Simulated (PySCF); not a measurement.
## Nickel: a sound run and one with changed settings

Sound run: Ni²⁺ [Ar] 3d8, Ni³⁺ [Ar] 3d7. All numbers are calculated (PySCF 2.14, no relativity, point nucleus, in def2-SVP (5s3p2d1f, 31 functions)). The sound run starts from symmetry-adapted Hartree-Fock orbitals and uses a fine grid where one is needed.

Changed run: radial step 0.3 in ln r (0.13 in the sound run). This setting is unsound on purpose.

```
species  method  sound run (hartree)  changed run (hartree)  converged
   Ni²⁺     UHF          -1505.80908            -1505.80908        yes
   Ni²⁺   B3LYP          -1507.14908            -1507.15000        yes
   Ni²⁺    MN15          -1507.27835            -1507.29231        yes
   Ni³⁺     UHF          -1504.59049            -1504.59049        yes
   Ni³⁺   B3LYP          -1505.82063            -1505.82159        yes
   Ni³⁺    MN15          -1505.93635            -1505.95310        yes
```

Ionisation energy of Ni²⁺:

| method | sound run (eV) | changed run (eV) |
| --- | --- | --- |
| UHF | 33.160 | 33.160 |
| B3LYP | 36.149 | 36.148 |
| MN15 | 36.518 | 36.442 |

A coarse radial grid mis-integrates the density and the exchange-correlation energy, with errors of either sign; Hartree-Fock needs no grid.

For comparison, NIST gives 35.187 ± 0.019 eV between the lowest levels.
